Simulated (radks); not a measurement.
Radial electron density D(r) = 4 pi r^2 rho(r) of an atom or ion with 15 electrons. Method: Dirac Kohn-Sham, exchange-only LDA, spin-unpolarised, spherical densities, point nucleus; computed with a radial shooting solver on a logarithmic mesh with Libxc functionals.

```
   r/bohr * D(r) (the largest magnitude, 16.9, reaches the edge; | marks zero)
  0.01335 |          *
  0.01809 |                *
  0.02452 |                         *
  0.03349 |                                    *
  0.04539 |                                               *
  0.06201 |                                                      *
  0.08405 |                                                     *
   0.1139 |                                             *
   0.1556 |                                    *
   0.2109 |                                    *
   0.2881 |                                              *
   0.3905 |                                                   *
   0.5292 |                                       *
    0.723 |                   *
   0.9798 |        *
    1.328 |       *
    1.814 |       *
    2.459 |    *
    3.359 | *
    4.552 |*
    6.169 *
    8.428 *
    11.42 *
    15.48 *
    21.15 *
```

What is the nuclear charge?

Answer. Z = 15. The innermost maximum, from 1s, lies near gamma/Z bohr with gamma = sqrt(1 - (Z/c)^2) = 0.994, here 0.0663 bohr (found: 0.0699), and its height grows with Z. The density is that of neutral phosphorus in [Ne] 3s2 3p2.75 4s0.25; the configuration itself is not fixed sharply by these data, and Z only to about a unit. D(r) has 3 maxima, at r = 0.0699, 0.369, 1.61 bohr, and minima at 0.178, 1.18 bohr, inside which lie 2.19, 10.40 electrons.
